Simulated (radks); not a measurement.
In21+, 28 electrons, occupied as [Ar] 3d10 (the NIST ground configuration).

Method: scalar-relativistic Kohn-Sham, LB94 model potential, spin-polarised, spherical densities, finite nucleus; Fermi nuclear charge, rms radius 4.6156 fm; computed with a radial shooting solver on a logarithmic mesh with Libxc functionals.

Energy parts (eV):
| part | energy |
|---|---|
| kinetic | 161880.019 |
| electron-nucleus | -356374.429 |
| Hartree | 43428.346 |
(The LB94 potential has no energy functional, so no total or exchange-correlation energy is given.)

Orbitals (lengths in bohr, moments of r in powers of bohr; <r^-3> diverges for s and p1/2; r(max) is where P^2 peaks; r(90%) holds 90 % of the orbital's charge):
orbital  occ.  eigenvalue (eV)  r(90%)  <r^-3>     <r^2>   r(max)
1s          2        -28530.81  0.0532       -  0.001190  0.01921
2s          2        -4813.468   0.198       -   0.01931   0.1084
2p          6        -4392.023   0.182    4430   0.01520  0.08667
3s          2        -1391.755   0.505       -    0.1354   0.3135
3p          6        -1252.880   0.511   830.9    0.1349   0.3061
3d         10        -1039.258   0.494   116.8    0.1171   0.2532
4s          0        -638.9494    1.01       -    0.5762   0.6993
4p          0        -588.4497    1.05   248.8    0.6105   0.7174

The highest occupied level is 3d at -1039.3 eV. Summed over all electrons, <r^2> = 2.384 bohr^2, which gives a Langevin (diamagnetic) susceptibility term of -1.89 x 10^-6 cm^3/mol.
